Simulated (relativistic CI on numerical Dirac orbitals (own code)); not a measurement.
# Sensitivity of the levels of Cd2+ to α and to the nuclear radius

Calculated at this level of theory: Dirac-Coulomb-Breit CI, separate exchange-only KLI orbitals for each configuration, valence Slater integrals scaled by 0.85, P86 correlation energy added to each configuration, derivatives by finite differences, QED left out (own radial code, finite nucleus).

Configuration list (outside the closed core [Kr]): 4d¹⁰, 4d⁹5s, 4d⁹5p, 4d⁹4f, 4d⁸5s², 4d⁹5d, 4d⁸4f², 4d⁸5s5p. Levels of other configurations are missing.

With x = (α/α₀)² − 1 an excitation energy changes as ω = ω₀ + qx; K = 2q/ω₀ is the relative enhancement. Terms are leading LS components, so labels can repeat. The field-shift factor is F = δν/δ⟨r²⟩ for the transition from the lowest level.

Lowest level 4d¹⁰ ¹S0.

```csv
Level,ω₀ (cm⁻¹),q (cm⁻¹),K,F (GHz/fm²)
4d⁹5s ³D3,83977.4,-16150,-0.385,9.37
4d⁹5s ³D2,85961.8,-15070,-0.351,9.27
4d⁹5s ³D1,89519.8,-10780,-0.241,9.46
4d⁹5s ¹D2,92635.0,-11150,-0.241,9
4d⁹5p ³P°2,134954.0,-11000,-0.163,1.77
4d⁹5p ³F°3,137753.7,-11550,-0.168,1.76
4d⁹5p ³P°1,139511.2,-6492,-0.0931,1.75
4d⁹5p ³F°4,139972.6,-8086,-0.116,1.67
4d⁹5p ³F°2,141641.1,-7574,-0.107,1.79
4d⁹5p ³P°0,142589.1,-2746,-0.0385,1.78
4d⁹5p ³D°3,143881.7,-7924,-0.11,1.7
4d⁹5p ¹D°2,144140.6,-7803,-0.108,1.81
4d⁹5p ³F°3,146904.1,-3104,-0.0423,1.76
4d⁹5p ¹P°1,148070.9,-5802,-0.0784,1.75
4d⁹5p ³D°1,148573.9,-4224,-0.0569,1.7
4d⁹5p ³D°2,149340.5,-3133,-0.042,1.81
4d⁸5s² ³F4,188540.3,-33240,-0.353,19.9
4d⁸5s² ³F3,193367.7,-28170,-0.291,19.8
4d⁸5s² ³F2,195195.9,-28390,-0.291,19.6
4d⁹5d ³S1,200333.6,-7136,-0.0712,1.9
4d⁹5d ³P2,201043.5,-19190,-0.191,11.2
4d⁹5d ¹G4,202166.8,-7539,-0.0746,2.03
4d⁹5d ³G5,202410.5,-6692,-0.0661,1.6
```

Correlation outside the listed configurations is missing or only estimated: errors of thousands of cm⁻¹ between configurations and terms are usual at this charge. Rates and lifetimes follow the computed energies and can be off by large factors. The fine structure of a lone outer electron comes out too small, for d and f at times inverted, and misplaced configurations move strength between like terms.
